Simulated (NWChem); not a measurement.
System: C3H4O2S; SMILES C#CS(C)(=O)=O

Excerpt of the output:

```
             Northwest Computational Chemistry Package (NWChem) 7.3.0
             --------------------------------------------------------

 CS  symmetry detected

                             Geometry "geometry" -> ""
                             -------------------------

 Output coordinates in angstroms (scale by  1.889725989 to convert to a.u.)

  No.       Tag          Charge          X              Y              Z
 ---- ---------------- ---------- -------------- -------------- --------------
    1 C                    6.0000     0.02183842     2.55714488     0.00000000
    2 C                    6.0000    -0.02588215     1.34964106     0.00000000
    3 S                   16.0000    -0.16986017    -0.38682722     0.00000000
    4 C                    6.0000     1.56008054    -0.88949376     0.00000000
    5 O                    8.0000    -0.77050568    -0.78340822    -1.27458000
    6 O                    8.0000    -0.77050568    -0.78340822     1.27458000
    7 H                    1.0000     0.06523217     3.62423485     0.00000000
    8 H                    1.0000     2.04370392    -0.51063215     0.90244400
    9 H                    1.0000     1.55699260    -1.98295662     0.00000000
   10 H                    1.0000     2.04370392    -0.51063215    -0.90244400

 Effective nuclear repulsion energy (a.u.)     303.9035130915

      Symmetry information
      --------------------

 Group name             Cs
 Group number              2
 Group order               2
 No. of unique centers     8

  xc_inp: hfexch multiplicative factor not found.

                                 NWChem DFT Module
                                 -----------------

 Summary of "ao basis" -> "ao basis" (spherical)
 ------------------------------------------------------------------------------
       Tag                 Description            Shells   Functions and Types
 ---------------- ------------------------------  ------  ---------------------
 C                          def2-svp                 6       14   3s2p1d
 S                          def2-svp                 8       18   4s3p1d
 O                          def2-svp                 6       14   3s2p1d
 H                          def2-svp                 3        5   2s1p

      Symmetry analysis of basis
      --------------------------

        a'         70
        a"         38

            General Information
            -------------------
          SCF calculation type: DFT
          Wavefunction type:  closed shell.
          No. of atoms     :    10
          No. of electrons :    54
           Alpha electrons :    27
            Beta electrons :    27
          Charge           :     0
          Spin multiplicity:     1
          Use of symmetry is: on ; symmetry adaption is: on
          Maximum number of iterations: 150
          AO basis - number of functions:   108
                     number of shells:    50
          Convergence on energy requested:  1.00D-06
          Convergence on density requested:  1.00D-05
          Convergence on gradient requested:  5.00D-04

              XC Information
              --------------
                     Hartree-Fock (Exact) Exchange  1.000

      Superposition of Atomic Density Guess
      -------------------------------------

 Sum of atomic energies:        -661.60117381

      Non-variational initial energy
      ------------------------------

 Total energy =    -664.654457
 1-e energy   =   -1513.249836
 2-e energy   =     544.691865
 HOMO         =      -0.352836
 LUMO         =       0.022092

      Symmetry analysis of molecular orbitals - initial
      -------------------------------------------------

  Numbering of irreducible representations:

     1 a'          2 a"

  Orbital symmetries:

     1 a'          2 a"          3 a'          4 a'          5 a'
     6 a'          7 a'          8 a"          9 a'         10 a'
    11 a'         12 a"         13 a'         14 a'         15 a'
    16 a'         17 a'         18 a'         19 a"         20 a"
    21 a'         22 a"         23 a'         24 a"         25 a'
    26 a"         27 a'         28 a'         29 a"         30 a'
    31 a'         32 a'         33 a'         34 a"         35 a'
    36 a'         37 a"

     ---------------------------------------------
      Total Density - Mulliken Population Analysis
     ---------------------------------------------

    Atom       Charge   Shell Charges
 -----------   ------   -------------------------------------------------------
    1 C    6     6.41   1.99  0.99  0.67  1.91  0.82  0.03
    2 C    6     5.77   1.99  0.98  0.10  1.88  0.78  0.03
    3 S   16    14.31   2.00  1.99  0.98  0.27  5.93  1.31  1.40  0.43
    4 C    6     6.18   1.99  0.96  0.21  1.99  1.02  0.02
    5 O    8     8.91   1.99  1.13  0.73  3.06  1.99  0.01
    6 O    8     8.91   1.99  1.13  0.73  3.06  1.99  0.01
    7 H    1     0.88   0.63  0.22  0.03
    8 H    1     0.88   0.66  0.20  0.02
    9 H    1     0.88   0.66  0.20  0.03
   10 H    1     0.88   0.66  0.20  0.02

   convergence    iter        energy       DeltaE   RMS-Dens  Diis-err
 ---------------- ----- ----------------- --------- --------- ---------
 d= 0,ls=0.0,diis     1   -662.4580055148 -9.66D+02  1.66D-02  1.84D+00
 d= 0,ls=0.0,diis     2   -662.5599721320 -1.02D-01  6.34D-03  1.06D+00
 d= 0,ls=0.0,diis     3   -662.6635526487 -1.04D-01  1.59D-03  1.82D-02
 d= 0,ls=0.0,diis     4   -662.6658748575 -2.32D-03  5.58D-04  2.95D-03
 d= 0,ls=0.0,diis     5   -662.6662612144 -3.86D-04  1.35D-04  1.24D-04
  Resetting Diis
 d= 0,ls=0.0,diis     6   -662.6662827648 -2.16D-05  4.24D-05  1.20D-05
 d= 0,ls=0.0,diis     7   -662.6662861135 -3.35D-06  1.54D-05  1.54D-06
 d= 0,ls=0.0,diis     8   -662.6662869300 -8.17D-07  1.54D-05  6.41D-07
 d= 0,ls=0.0,diis     9   -662.6662874562 -5.26D-07  9.66D-06  1.80D-07

         Total DFT energy =     -662.666287456243
      One electron energy =    -1513.561874781890
           Coulomb energy =      605.435765513697
    Exchange-Corr. energy =      -58.443691279532
 Nuclear repulsion energy =      303.903513091481

 Numeric. integr. density =        0.000000000000

                  Occupations of the irreducible representations
                  ----------------------------------------------

                     irrep           alpha         beta
                     --------     --------     --------
                     a'               19.0         19.0
                     a"                8.0          8.0

                       DFT Final Molecular Orbital Analysis
                       ------------------------------------

 Vector   25  Occ=2.000000D+00  E=-4.672633D-01  Symmetry=a'
              MO Center= -1.5D-01, -6.1D-01, -9.0D-14, r^2= 2.8D+00
   Bfn.  Coefficient  Atom+Function         Bfn.  Coefficient  Atom+Function
  ----- ------------  ---------------      ----- ------------  ---------------
    22      0.329432   2 C  py               64     -0.282729   5 O  px
    78     -0.282729   6 O  px               50     -0.276175   4 C  px
     3     -0.273337   1 C  s                67     -0.235550   5 O  px
    81     -0.235550   6 O  px               32      0.232629   3 S  s
    65      0.215726   5 O  py               79      0.215726   6 O  py

 Vector   26  Occ=2.000000D+00  E=-4.535993D-01  Symmetry=a'
              MO Center= -9.4D-03,  1.7D+00,  3.4D-15, r^2= 2.0D+00
   Bfn.  Coefficient  Atom+Function         Bfn.  Coefficient  Atom+Function
  ----- ------------  ---------------      ----- ------------  ---------------
    18      0.411963   2 C  px                4      0.387907   1 C  px
    21      0.280397   2 C  px                7      0.227846   1 C  px
    65      0.094514   5 O  py               79      0.094514   6 O  py
    68      0.075804   5 O  py               82      0.075804   6 O  py
    51     -0.071586   4 C  py               99      0.064528   9 H  s

 Vector   27  Occ=2.000000D+00  E=-4.396610D-01  Symmetry=a"
              MO Center= -2.1D-01,  1.2D+00, -2.1D-14, r^2= 3.2D+00
   Bfn.  Coefficient  Atom+Function         Bfn.  Coefficient  Atom+Function
  ----- ------------  ---------------      ----- ------------  ---------------
     6      0.365375   1 C  pz               20      0.358152   2 C  pz
     9      0.233344   1 C  pz               23      0.211977   2 C  pz
    65      0.207475   5 O  py               79     -0.207475   6 O  py
    68      0.172985   5 O  py               82     -0.172985   6 O  py
    66     -0.105028   5 O  pz               80     -0.105028   6 O  pz

 Vector   28  Occ=0.000000D+00  E= 1.128332D-01  Symmetry=a'
              MO Center=  6.5D-02,  1.3D+00, -2.2D-15, r^2= 4.0D+00
   Bfn.  Coefficient  Atom+Function         Bfn.  Coefficient  Atom+Function
  ----- ------------  ---------------      ----- ------------  ---------------
     7      0.689132   1 C  px               49      0.619347   4 C  s
    21     -0.610883   2 C  px              100     -0.466079   9 H  s
    39     -0.377332   3 S  px                4      0.333951   1 C  px
    18     -0.265325   2 C  px               53     -0.235391   4 C  px
    42     -0.146515   3 S  d -2             54     -0.135478   4 C  py

 Vector   29  Occ=0.000000D+00  E= 1.295286D-01  Symmetry=a"
              MO Center= -2.1D-02,  1.6D+00,  1.1D-16, r^2= 3.0D+00
   Bfn.  Coefficient  Atom+Function         Bfn.  Coefficient  Atom+Function
  ----- ------------  ---------------      ----- ------------  ---------------
     9      0.707188   1 C  pz               23     -0.620478   2 C  pz
    41     -0.454706   3 S  pz                6      0.341248   1 C  pz
    20     -0.312493   2 C  pz               63     -0.241924   5 O  s
    77      0.241924   6 O  s                68     -0.149662   5 O  py
    82      0.149662   6 O  py               67     -0.121600   5 O  px

 Vector   30  Occ=0.000000D+00  E= 1.675664D-01  Symmetry=a'
              MO Center=  1.8D+00, -6.3D-01,  8.7D-14, r^2= 5.3D+00
   Bfn.  Coefficient  Atom+Function         Bfn.  Coefficient  Atom+Function
  ----- ------------  ---------------      ----- ------------  ---------------
    49      2.692377   4 C  s                95     -1.361260   8 H  s
   105     -1.361260  10 H  s               100     -0.943480   9 H  s
    53      0.441935   4 C  px               40      0.426186   3 S  py
    22      0.257146   2 C  py               90     -0.243504   7 H  s
     8      0.189208   1 C  py               17     -0.182086   2 C  s

     ---------------------------------------------
      Total Density - Mulliken Population Analysis
     ---------------------------------------------

    Atom       Charge   Shell Charges
 -----------   ------   -------------------------------------------------------
    1 C    6     6.32   1.99  0.89  0.57  1.91  0.92  0.03
    2 C    6     5.85   1.99  0.90 -0.05  2.00  0.96  0.03
    3 S   16    14.92   2.00  1.99  1.16  0.13  5.94  1.63  1.36  0.71
    4 C    6     6.07   1.99  0.88  0.22  2.05  0.90  0.03
    5 O    8     8.62   1.99  1.08  0.81  2.79  1.93  0.02
    6 O    8     8.62   1.99  1.08  0.81  2.79  1.93  0.02
    7 H    1     0.89   0.73  0.14  0.03
    8 H    1     0.90   0.74  0.14  0.03
    9 H    1     0.89   0.73  0.13  0.03
   10 H    1     0.90   0.74  0.14  0.03

     -------------------------------------------
      Total Density - Lowdin Population Analysis
     -------------------------------------------

    Atom       Charge   Shell Charges
 -----------   ------   -------------------------------------------------------
    1 C    6     5.97   1.97  0.62  0.36  1.73  1.23  0.06
    2 C    6     6.23   1.97  0.66  0.34  1.87  1.32  0.06
    3 S   16    14.68   2.00  1.93  0.73  0.36  5.80  1.59  1.36  0.91
    4 C    6     6.12   1.97  0.60  0.34  1.86  1.29  0.07
    5 O    8     8.59   1.98  0.98  0.74  2.69  2.18  0.03
    6 O    8     8.59   1.98  0.98  0.74  2.69  2.18  0.03
    7 H    1     0.94   0.61  0.26  0.08
    8 H    1     0.96   0.64  0.25  0.07
    9 H    1     0.95   0.63  0.25  0.07
   10 H    1     0.96   0.64  0.25  0.07

     Multipole analysis of the density
     ---------------------------------

     L   x y z        total         alpha         beta         nuclear
     -   - - -        -----         -----         ----         -------
     0   0 0 0     -0.000000    -27.000000    -27.000000     54.000000

     1   1 0 0      1.799824      0.899912      0.899912      0.000000
     1   0 1 0      1.146357      0.573178      0.573178      0.000000
     1   0 0 1     -0.000000     -0.000000     -0.000000      0.000000

     2   2 0 0    -30.667489    -78.456636    -78.456636    126.245783
     2   1 1 0     -3.208388      2.733897      2.733897     -8.676181
     2   1 0 1     -0.000000     -0.000000     -0.000000      0.000000
     2   0 2 0    -23.478583   -162.996766   -162.996766    302.514949
     2   0 1 1      0.000000      0.000000      0.000000      0.000000
     2   0 0 2    -37.120871    -67.879828    -67.879828     98.638786
```

Level: Hartree-Fock/def2-SVP. Coordinates come from a B3LYP/6-31G* (spherical d) optimisation.

Task: Write an input that gives this output.

Result: This is not unique; one that fits is the input that was run:
```
start job
memory heap 200 mb stack 900 mb global 1100 mb
geometry units angstroms noautoz
  C      0.018998     2.557764     0.000000
  C     -0.024536     1.350102     0.000000
  S     -0.162493    -0.386855     0.000000
  C      1.569180    -0.883521     0.000000
  O     -0.761760    -0.785516    -1.274580
  O     -0.761760    -0.785516     1.274580
  H      0.058692     3.624998     0.000000
  H      2.051487    -0.502985     0.902444
  H      1.569883    -1.976988     0.000000
  H      2.051487    -0.502985    -0.902444
end
basis spherical
  * library def2-svp
end
dft
  xc hfexch
  iterations 150
  mulliken
end
task dft energy
```
